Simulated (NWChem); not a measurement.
CF2 cation, doublet

```xyz
3

F      1.0870     0.0000    -0.1452
C      0.0000     0.0000     0.4273
F     -1.0870     0.0000    -0.1452
```
Atoms are numbered in this order, from 1.

All runs: NWChem. Spin-unrestricted. In the optimisation the excess spin sits in a1 (C2v, its own frame). Coordinates come from a B3LYP/6-31G* (spherical d), spin-unrestricted optimisation. No stability test was run on the SCF state. Level: B3LYP/def2-SVP with SMD (1 M gas to 1 M solution), gas-phase geometry. Reactions with the solvent are ignored.

What does the run give for solvent acetonitrile? Quantities: solvation free energy (kcal/mol); cavity-dispersion-structure term (kcal/mol).


```json
{
 "solvation free energy (kcal/mol)": "-74.3",
 "cavity-dispersion-structure term (kcal/mol)": "3.5"
}
```
